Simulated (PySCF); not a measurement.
Correlation energy of Sn²⁺ (tin, charge +2)

[Kr] 4d10 5s2, closed-shell 1S. Calculation: PySCF 2.14, in aug-cc-pVDZ-PP with ECP28MDF; scalar relativity through the core potential. Frozen: 4s2 4p6 4d10; 2 electrons correlated.

With two correlated electrons CCSD is exact within the correlated space (frozen core and kept virtual orbitals).

```json
{"level": "CCSD", "correlation energy (mhartree)": "-32.68"}
```

Diagnostics: T1 = 0.0027, D1 = 0.0038, largest double amplitude 0.102.

Is a single reference adequate?

Mostly. T1 lies below 0.03, but a double amplitude of this size points to a near-degeneracy that CCSD handles and MP2 describes poorly.
